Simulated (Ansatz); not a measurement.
Basis-set extrapolation for CH$_{5}$BFNO, SMILES `COB(N)F` (PBE0-D4/def2-TZVP geometry, frozen core, Ansatz 0.2.0). Multiplicity 1, RHF reference.

```tsv
	def2-TZVPP	def2-QZVPP
HF	-294.503847	-294.517816
MP2 correlation	-0.963372	-1.040059
CCSD(T) correlation	-1.023192	-1.094970
```

Energies in hartree. Use E(X) = E(∞) + A·exp(−7.88·√X) for Hartree–Fock and E(X) = E(∞) + B·X^(−2.97) for correlation, with X = 3 and 4.

Q: What is the CCSD(T) energy at the basis-set limit?

A: HF limit: -294.517816 + (-0.013969) × 0.13774 = -294.51974. Correlation limit: -1.094970 + (-0.071778) × 0.74074 = -1.14814. Total: -295.66788 hartree, 88.4 kcal/mol below CCSD(T)/def2-TZVPP.
